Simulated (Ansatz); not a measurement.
Reaction (hydrogenolysis of the Sn–N bond): `[NH2][SnH]([OH])[F]` + H₂ → `[OH][SnH2][F]` + NH₃

Isolated molecules relaxed with PBE0-D4/def2-TZVP in Ansatz; ΔE leaves out vibrations. CBS: MP2 limit from def2 TZ/QZ plus the TZ coupled-cluster correction, frozen cores. This one scheme is used for every species. Functionals use def2-TZVPP. HSE06 is defined as in plane-wave codes. Elements past krypton have def2 core potentials. For Sn outer-core shells are correlated without core-valence functions, which leaves a few kJ/mol of doubt a bond. One conformer a species, not always the lowest.

```tsv
level	ΔE (kJ/mol)	difference from CCSD(T)/CBS
BHLYP-D4	-17.1	-9.6
ωB97M-V	-13.8	-6.3
B2PLYP	-13.7	-6.2
revPBE	-18.0	-10.5
HSE06	-20.3	-12.8
RPA@PBE/def2-TZVPP	-12.5	-5.0
HF/def2-TZVPP	-29.1	-21.6
CCSD(T)/def2-TZVPP	-11.5	-4.0
MP2/def2-QZVPP	-1.8	5.7
CCSD/CBS(def2)	-12.0	-4.5
CCSD(T)/CBS	-7.5	0
```

Question: What do rigid-rotor, harmonic-oscillator terms from PBE0-D4/def2-TZVP frequencies (298.15 K, 1 bar) make of the CCSD(T)/CBS value? (Estimate.)

Answer: Ansatz gave: ΔZPE = +15.5 kJ/mol, ΔH = +4.4 kJ/mol, ΔS = 22 J/(mol·K), ΔG = -2.3 kJ/mol.

Largest T1 diagnostic among the species: 0.014.

Leaving LDA and LC-ωPBE aside and taking each functional with its dispersion term where it has one, the values, not all of them listed here, spread over 14.4 kJ/mol, from B97M-V to revPBE-D4. From PBE to PBE0 (25 % exact exchange), in def2-TZVPP and without D4, ΔE moves by −3.9 kJ/mol. The D4 term adds +6.9 kJ/mol with B3LYP and +3.7 kJ/mol with PBE0; it sums over pairs of atoms, weighted by their polarisabilities, and B3LYP, whose exchange is more repulsive, gets the larger term.

B3LYP here is the variant with VWN-RPA as its local correlation; programs differ in this.
